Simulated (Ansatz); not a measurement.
Total energies of CH$_{6}$OSiSn (`[SnH3][CH]1O[SiH2]1`).

```csv
atom,x (Å),y (Å),z (Å)
Sn1,0.7657,0.7216,-1.3347
C2,-0.7234,-0.2004,-0.1034
O3,-1.1036,0.6032,1.0919
Si4,-0.4205,-0.8388,1.5574
H5,2.1169,1.0816,-0.3557
H6,0.1535,2.1576,-2.0258
H7,1.2175,-0.3661,-2.5734
H8,-1.6034,-0.5622,-0.6371
H9,-1.3224,-1.8175,2.2017
H10,0.9197,-0.7791,2.1793
```

Charge 0, multiplicity 1. Correlated methods include outer-core shells of Sn, which these sets cover unevenly. Sn: def2 effective core potential. The structure was optimised at the PBE0-D4/def2-TZVP level. Basis def2-TZVPP, Ansatz.

RPA on PBE orbitals: Hartree–Fock energy of these orbitals -618.43785 Eh, correlation -1.37337 Eh (frozen core).

| functional | kind | energy without D4 (Eh) | D4 term (kJ/mol) |
| --- | --- | --- | --- |
| LDA (SPW92) | LDA | -618.29932 | – |
| PBE | GGA | -620.43839 | -22.1 |
| revPBE | GGA | -620.67993 | -60.5 |
| BLYP | GGA | -620.63491 | -47.7 |
| r2SCAN | meta-GGA | -620.72425 | -5.2 |
| B97M-V | meta-GGA with VV10 | -620.64321 | – |
| PBE0 | global hybrid, 25 % exact exchange | -620.48188 | -18.8 |
| B3LYP | global hybrid, 20 % | -620.82987 | -36.0 |
| r2SCANh | meta-GGA hybrid, 10 % | -620.70373 | -5.6 |
| r2SCAN0 | meta-GGA hybrid, 25 % | -620.67432 | -6.2 |
| HSE06 (plane-wave form) | screened hybrid | -620.46749 | -17.7 |
| BHLYP | global hybrid, 50 % | -620.59237 | -30.3 |
| CAM-B3LYP | range-separated hybrid | -620.67213 | -19.3 |
| LC-ωPBE | long-range corrected hybrid | -620.60777 | – |
| ωB97X-V | range-separated hybrid GGA with VV10 | -620.63265 | – |
| ωB97M-V | range-separated hybrid meta-GGA with VV10 | -620.61069 | – |
| B2PLYP | double hybrid | -620.31178 | – |
| PBE-QIDH | double hybrid | -620.18495 | – |

B3LYP takes the VWN-RPA correlation (the form of Gaussian; ORCA's B3LYP/G). HSE06 is the plane-wave form, built on full-range PBE exchange. The double hybrids freeze the cores in their second-order part.

LC-ωPBE has ω = 0.4 bohr⁻¹.
